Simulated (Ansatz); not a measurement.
Kohn–Sham single points on `CC[Te]C`.

```yaml
crystal:
  periodic: [false, false, false]
  atoms:
    - {symbol: C, position_ang: [-0.199224, 2.119424, 0.064608]}
    - {symbol: C, position_ang: [-0.389296, 0.632732, -0.154007]}
    - {symbol: Te, position_ang: [1.272008, -0.480773, 0.636790]}
    - {symbol: C, position_ang: [0.488260, -2.384569, 0.065563]}
    - {symbol: H, position_ang: [-1.047872, 2.678420, -0.339885]}
    - {symbol: H, position_ang: [-0.120160, 2.361408, 1.127130]}
    - {symbol: H, position_ang: [0.703654, 2.484962, -0.430303]}
    - {symbol: H, position_ang: [-1.285512, 0.266095, 0.347667]}
    - {symbol: H, position_ang: [-0.458353, 0.390223, -1.215012]}
    - {symbol: H, position_ang: [0.374502, -2.428294, -1.015884]}
    - {symbol: H, position_ang: [-0.465761, -2.555219, 0.560652]}
    - {symbol: H, position_ang: [1.204656, -3.139609, 0.386680]}
basis:
  gaussian: {orbitals: def2-TZVPP}
hamiltonian: {xc: {name: BLYP}, dispersion: d4}
output: {orbitals: {seedname: orbitals}}
```

```sh
$ ansatz run in.yaml --threads 4 --pin off --events-out ev --progress --plain
```

It prints (some lines left out):

```
Functional definition: BLYP
1398 factors; their error is unknown
mean field evaluation 1: about -10509.6503 eV, gradient 9.9e1 eV
mean field evaluation 2: about -10449.4066 eV, gradient 1.7e2 eV
mean field evaluation 4: about -10532.1121 eV, gradient 1.9e1 eV
mean field evaluation 8: about -10532.8249 eV, gradient 1.1e-1 eV
mean field evaluation 16: about -10532.6745 eV, gradient 8.5e-4 eV
mean field -10532.67453155 eV, -387.0686497314 hartree, gradient 2.5e-5 eV, S^2 0.000000; 0 other end points of the search recorded, 0 dependent functions left out
reference -10532.67492512 eV, -387.0686641948 hartree; 25, 25 occupied and 230, 230 virtual orbitals, 1398 factors
Total energy: -10533.21463048 eV, -387.0884980007 hartree
```

Hardware: 4 threads of a server CPU on a shared host. Wall time 3.1 s, peak host memory 0.32 GiB.

With the line `hamiltonian: {xc: hse06, dispersion: d4}` (abridged; 4.9 s):

```
Functional definition: HSE06
mean field evaluation 16: about -10532.1296 eV, gradient 5.0e-4 eV
mean field -10532.12955020 eV, -387.0486220359 hartree, gradient 4.2e-5 eV, S^2 0.000000
Total energy: -10532.32188545 eV, -387.0556902262 hartree
```

Changing it to `hamiltonian: {xc: pbe, dispersion: d4}` and forces (abridged; 3.9 s):

```
Functional definition: PBE
mean field evaluation 16: about -10531.2375 eV, gradient 2.3e-3 eV
mean field -10531.23751223 eV, -387.0158402454 hartree, gradient 3.9e-5 eV, S^2 0.000000
Total energy: -10531.48183328 eV, -387.0248188784 hartree
Atom 0 force     0.002881    -0.009529     0.000702 eV/Å
Atom 1 force    -0.092068     0.063121    -0.043708 eV/Å
Atom 2 force     0.378255     0.109127     0.209593 eV/Å
Atom 3 force    -0.048608    -0.085824    -0.032795 eV/Å
Atom 4 force    -0.163802     0.119230    -0.077153 eV/Å
Atom 5 force     0.016613     0.061051     0.208029 eV/Å
Atom 6 force     0.176506     0.085282    -0.094149 eV/Å
Atom 7 force    -0.179302    -0.082937     0.096015 eV/Å
Atom 8 force    -0.016565    -0.058749    -0.211062 eV/Å
Atom 9 force    -0.023201    -0.015222    -0.211867 eV/Å
Atom 10 force    -0.186948    -0.040016     0.095615 eV/Å
Atom 11 force     0.136239    -0.145534     0.060782 eV/Å
Dipole moment:    -0.252737    -0.035481    -0.137072 e Å
```

The same input with `hamiltonian: {xc: r2scan, dispersion: d4}` and forces (abridged; 6 s):

```
Functional definition: r2SCAN
mean field evaluation 16: about -10536.9188 eV, gradient 1.1e-2 eV
mean field -10536.91875555 eV, -387.2246220865 hartree, gradient 4.4e-5 eV, S^2 0.000000
Total energy: -10536.97720790 eV, -387.2267701707 hartree
Atom 0 force     0.024024     0.124882     0.022521 eV/Å
Atom 1 force    -0.168252    -0.023100    -0.090857 eV/Å
Atom 2 force     0.215764     0.048817     0.118411 eV/Å
Atom 3 force    -0.069148    -0.154217    -0.049223 eV/Å
Atom 4 force     0.010183    -0.009350     0.004659 eV/Å
Atom 5 force    -0.000343    -0.002704    -0.020115 eV/Å
Atom 6 force    -0.016629    -0.004845     0.010688 eV/Å
Atom 7 force     0.005634    -0.000878    -0.006214 eV/Å
Atom 8 force    -0.001635    -0.002265     0.007906 eV/Å
Atom 9 force     0.002074    -0.000279     0.024252 eV/Å
Atom 10 force     0.021188     0.002582    -0.011420 eV/Å
Atom 11 force    -0.022860     0.021356    -0.010607 eV/Å
Dipole moment:    -0.269816    -0.038308    -0.146376 e Å
```

With the line `hamiltonian: {xc: {name: B3LYP}, dispersion: d4}` and forces (abridged; 7.5 s):

```
Functional definition: B3LYP
mean field evaluation 16: about -10538.8915 eV, gradient 1.0e-3 eV
mean field -10538.89149721 eV, -387.2971190052 hartree, gradient 2.0e-5 eV, S^2 0.000000
Total energy: -10539.28821490 eV, -387.3116981115 hartree
Atom 0 force    -0.000036     0.221975     0.017513 eV/Å
Atom 1 force    -0.273171    -0.061991    -0.149540 eV/Å
Atom 2 force     0.364267     0.103003     0.201688 eV/Å
Atom 3 force    -0.110612    -0.305267    -0.083418 eV/Å
Atom 4 force     0.042781    -0.010523     0.021798 eV/Å
Atom 5 force    -0.004625    -0.000199    -0.053697 eV/Å
Atom 6 force    -0.046848    -0.006234     0.026116 eV/Å
Atom 7 force     0.049862     0.028506    -0.050744 eV/Å
Atom 8 force    -0.015290     0.018499     0.072650 eV/Å
Atom 9 force    -0.005006    -0.014370     0.069346 eV/Å
Atom 10 force     0.055420    -0.005309    -0.043858 eV/Å
Atom 11 force    -0.056742     0.031910    -0.027853 eV/Å
Dipole moment:    -0.248307    -0.034291    -0.134625 e Å
```

Changing it to `hamiltonian: {xc: {name: PBE-QIDH}}` (abridged; 9 s):

```
Functional definition: PBE-QIDH
mean field evaluation 16: about -10517.4083 eV, gradient 1.0e-4 eV
mean field -10517.40832625 eV, -386.5076270343 hartree, gradient 2.0e-6 eV, S^2 0.000000
7 core orbitals not correlated: weight in the atoms' cores, before any rotation towards them, 1.000 or more for the frozen orbitals, at most 0.000 for the correlated occupied ones
second order -30.49497010 eV of doubles, -0.00000000 eV of singles
Total energy: -10527.57332972 eV, -386.8811840216 hartree
```

HSE06 is the plane-wave form, built on full-range PBE exchange.

B3LYP takes the VWN-RPA correlation (the form of Gaussian; ORCA's B3LYP/G).
